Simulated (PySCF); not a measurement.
Cd(Me) (CH3Cd), SMILES [CH3][Cd] (connectivity only; charge and spin as stated), neutral, multiplicity 2.

Coordinates come from a B3LYP-D3(BJ)/def2-TZVP optimisation. The multiplicity is an assumed one; other spin states were not compared. The isomer is the one that the SMILES or the coordinates give; other isomers of the formula were not compared. The def2 effective core potentials stand for the cores of Cd; spin–orbit coupling is left out.

Method: M06-2X/def2-TZVPD (PySCF).

Gas-phase values at a fixed geometry.

```yaml
total_energy: -207.55002 hartree
point_group: C3v
"α spin, highest occupied and lowest empty level": -5.94 and 0.05 eV
"β spin, highest occupied and lowest empty level": -8.02 and -2.28 eV
dipole_moment: 0.09 D
quadrupole, principal values (traceless, Buckingham form, about the centre of nuclear charge): -5.22, 2.61, 2.61 D·Å
mean_static_polarisability: 67.9 bohr³ (10.06 Å³)
polarisability_principal_values: 57.8, 57.8, 88.2 bohr³
"⟨S²⟩": 0.762 (pure state 0.75)
```
